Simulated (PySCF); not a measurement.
Excitation energy of F⁺ by level of theory

F⁺ [He] 2s2 2p4 (3P) → F⁺ [He] 2s1 2p5 (3P), as a difference of total energies. Calculation: PySCF 2.14, in x2c-TZVPPall (5s3p2d1f, 31 functions); scalar relativity by spin-free X2C-1e. Correlated levels: valence: 1s2 frozen; valence and next inner shell: nothing frozen. The calculations carry no spin-orbit coupling.

**Question.** Order these methods by the excitation energy they give, lowest first.
A. LDA
B. UHF
C. PBE
D. MP2 (valence)

**Answer.** A (18.501 eV), C (18.764 eV), D (20.851 eV), B (21.801 eV).

Errors of the correlated levels include the incompleteness of this basis and the frozen core.

For comparison: 20.431 eV (measured; NIST levels, between the centres of gravity of the two terms).
